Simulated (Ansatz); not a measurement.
`C[CH2][Ga]([OH])[F]` and `C[CH2][Ga]([F])[SH]` differ in one element.

Ansatz, PBE0-D4/def2-TZVP geometries, multiplicity 1. Each molecule was computed in one conformer, which needn't be the lowest.

Scalar relativity is left out up to krypton.

```tsv
property	`C[CH2][Ga]([OH])[F]`
HOMO energy (PBE/def2-TZVPP) / eV	-7.00
zero-point energy (PBE0-D4/def2-TZVP) / kJ/mol	211.8
HOMO–LUMO gap (B3LYP/def2-TZVPP) / eV	7.32
LUMO energy (PBE0/def2-TZVPP) / eV	-0.47
ideal-gas entropy at 298 K and 1 bar (rigid rotor, harmonic PBE0-D4/def2-TZVP) / J/(mol·K)	369
size of the dipole moment (PBE/def2-TZVPP) / D	4.09
```

**Question.** What does the change do to each property? (Estimate.)

**Answer.** The calculation gave: 
| property | `C[CH2][Ga]([F])[SH]` | shift |
| --- | --- | --- |
| HOMO energy (PBE/def2-TZVPP) / eV | -6.59 | 0.41 |
| zero-point energy (PBE0-D4/def2-TZVP) / kJ/mol | 201.1 | -10.7 |
| HOMO–LUMO gap (B3LYP/def2-TZVPP) / eV | 6.59 | -0.73 |
| LUMO energy (PBE0/def2-TZVPP) / eV | -0.70 | -0.23 |
| ideal-gas entropy at 298 K and 1 bar (rigid rotor, harmonic PBE0-D4/def2-TZVP) / J/(mol·K) | 382 | 13 |
| size of the dipole moment (PBE/def2-TZVPP) / D | 3.47 | -0.62 |

With PBE0 the HOMO rises by 0.55 eV and the LUMO falls by 0.23 eV, so the gap narrows by about 0.78 eV. PBE moves the HOMO by 0.41 eV and ωB97M-V by 0.59 eV. Dipoles are sizes alone; their direction can turn. Modes under 60 cm⁻¹, often nearly free rotors, make the harmonic entropy too high.

B3LYP here is the variant with VWN-RPA as its local correlation; programs differ in this.
